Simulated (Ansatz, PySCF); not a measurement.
Pulling on the C5–H7 bond in C2H5Ga (SMILES C=[CH][GaH2]) (multiplicity 1 held, fragments rigid). Energies count from the point at 1.087 Å.
Geometry at that point (charge 0, multiplicity 1):
```xyz
8

Ga    -0.0872     0.1010     0.7331
H     -0.7654     1.5190     0.7893
H      0.2279    -0.7070     2.0423
C      0.3454    -0.6089    -1.0414
C      0.0737     0.0855    -2.1491
H      0.8153    -1.5827    -1.1577
H      0.3034    -0.2854    -3.1448
H     -0.3946     1.0646    -2.1111
```

U- levels take the lowest unrestricted solution at each point, which mixes spins at long bonds. Active spaces are followed from a long bond inwards. Curves can end on different states.

Frozen-core correlation. Filled d and f shells under p-block atoms count as core. Rows in LANL2DZ carry no dispersion term and start afresh at each structure. LANL2DZ brings its own core potentials from Na on.

Codes used: Ansatz (a quantum-chemistry and plane-wave program); PySCF for LANL2DZ rows. Each number belongs to the level named beside it.

Energies in kJ/mol.

| R (Å) | U-HF/LANL2DZ | R-BP86/LANL2DZ | U-MP2/cc-pVTZ | U-CCSD(T)/cc-pVTZ | CASSCF(2,2)/cc-pVTZ | FIC-MRCISD+Q on CASSCF(2,2)/cc-pVTZ |
|---|---|---|---|---|---|---|
| 0.870 | 123 | 137 | 121 | 122 | 129 | 122 |
| 0.978 | 22 | 30 | 24 | 24 | 28 | 24 |
| 1.087 | 0 | 0 | 0 | 0 | 0 | 0 |
| 1.196 | 20 | 11 | 17 | 16 | 12 | 16 |
| 1.305 | 63 | 43 | 54 | 52 | 46 | 52 |
| 1.468 | 144 | 109 | 128 | 121 | 111 | 122 |
| 1.631 | 227 | 178 | 229 | 194 | 180 | 194 |
| 1.902 | 312 | 284 | 395 | 305 | 277 | 298 |
| 2.174 | 346 | 369 | 458 | 389 | 347 | 373 |
| 2.500 | 361 | 445 | 485 | 446 | 396 | 427 |
| 2.935 | 367 | 514 | 497 | 468 | 423 | 460 |
| 3.479 | 369 | 564 | 500 | 473 | 433 | 471 |

Doubts at one or more of the structures used: a spin-contaminated determinant (U-HF/LANL2DZ, U-MP2/cc-pVTZ, U-CCSD(T)/cc-pVTZ); T1 above 0.05 (U-CCSD(T)/cc-pVTZ); the program's own flag: large difference (U-CCSD(T)/cc-pVTZ).
